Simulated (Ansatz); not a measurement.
A structure relaxed at PBE0-D4/def2-TZVP, charge 0, multiplicity 1:

```xyz
4

O     0.5229   -0.0015    1.3671
Cd   -0.2767   -0.2206   -0.4090
Cl   -1.2523   -0.6013   -2.4146
H     1.0061    0.8234    1.4565
```

Question: Give its formula and SMILES.

Answer: CdClHO, `[OH][Cd][Cl]`.

Question: Point group (tolerance 0.08 Å, 0.16 Å for H)?

Answer: Cs.

Question: Summarise the bond lengths by kind.

Answer: 1 × Cd–O 1.960 Å; 1 × H–O 0.960 Å; 1 × Cd–Cl 2.263 Å.

Computed with Ansatz.
